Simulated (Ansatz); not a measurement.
Breaking the Si2–F1 bond in FH3Si (SMILES F[SiH3]) (multiplicity 1 held, fragments rigid). Energies count from the point at 1.606 Å.
Geometry at that point (charge 0, multiplicity 1):
```xyz
5

F      1.090    -0.017    -0.170
Si    -0.496     0.008     0.078
H     -0.945     1.415     0.067
H     -0.771    -0.616     1.388
H     -1.147    -0.754    -1.008
```

Signs of static correlation in cc-pV(T+d)Z, from Ansatz (a program for electronic structure) runs.

| R (Å) | T1 of restricted CCSD | ⟨S²⟩ of UHF | largest double amplitude of restricted CCSD |
|---|---|---|---|
| 1.285 | 0.008 | 0.000 | 0.024 |
| 1.446 | 0.009 | 0.000 | 0.023 |
| 1.606 | 0.011 | 0.000 | 0.022 |
| 1.767 | 0.012 | 0.000 | 0.023 |
| 1.927 | 0.014 | 0.000 | 0.032 |
| 2.168 | 0.018 | 0.000 | (withheld) |
| 2.409 | 0.025 | 0.000 | 0.090 |
| 2.811 | 0.044 | 0.834 | (withheld) |
| 3.212 | 0.077 | 0.959 | 0.262 |
| 3.694 | 0.137 | 0.997 | 0.521 |
| 4.337 | 0.219 | 1.007 | 1.055 |
| 5.140 | 0.264 | 1.008 | 1.494 |

Task: What belongs in the gaps?

Result: 
- 2.168, largest double amplitude of restricted CCSD: 0.058
- 2.811, largest double amplitude of restricted CCSD: 0.155

Doubts at one or more of the structures used: a restricted determinant that unrestricted orbitals would lower (R-CCSD(T)/cc-pV(T+d)Z); T1 above 0.05 (R-CCSD(T)/cc-pV(T+d)Z, U-CCSD(T)/cc-pV(T+d)Z); other coupled-cluster roots lie near (R-CCSD(T)/cc-pV(T+d)Z); a spin-contaminated determinant (U-CCSD(T)/cc-pV(T+d)Z).
